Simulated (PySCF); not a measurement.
PtO2, SMILES [O]=[Pt]=[O] (connectivity only; charge and spin as stated), neutral, multiplicity 3.

The structure is a stationary point at PBE-D3(BJ)/def2-TZVP. The spin state was assumed, not searched. The def2 effective core potentials stand for the cores of Pt; spin–orbit coupling is left out.

The numbers are results of PBE-D3(BJ)/def2-TZVP (PySCF 2.14.0), not measurements.

Frequencies are harmonic and unscaled.

| mode | ν (cm⁻¹) | IR (km/mol) | moving atoms (share of kinetic energy) |
|---|---|---|---|
| 1 | 149 | 5.4 | O 88 %, Pt 12 % |
| 2 | 856 | 75.5 | O 87 %, Pt 13 % |
| 3 | 863 | 4.3 | O 98 % |
